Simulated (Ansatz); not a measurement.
Cartesian coordinates in Å:
```
N 0.822 -1.508 0.028
C -0.239 -0.509 0.228
Si 0.165 0.813 1.500
Sn -0.726 0.289 -1.726
H 1.031 -1.993 0.894
H 1.682 -1.068 -0.275
H -1.154 -1.033 0.526
H -0.983 1.733 1.738
H 0.555 0.176 2.792
H 1.328 1.612 1.020
H 0.755 0.681 -2.486
H -1.687 1.697 -1.597
H -1.549 -0.892 -2.640
```

The species carries charge 0 and has multiplicity 1. Sn takes the def2 core potential.

Problem. List the PBE0/def2-TZVPP orbital energies in eV (Ansatz). (Best estimate.)

Solution. Computed: Occupied: -1802.33, -391.33, -279.03, -144.70, -139.76, -99.36, -99.35, -99.34, -94.38, -94.37, -94.36, -28.17, -28.16, -28.16, -28.04, -28.03, -24.88, -18.48, -14.89, -14.54, -13.54, -12.03, -10.82, -10.00, -9.62, -9.04, -8.91, -8.38, -6.62. Lowest empty: -0.03, 0.54, 0.64, 0.87, 1.18, 1.49, 1.62, 1.94.
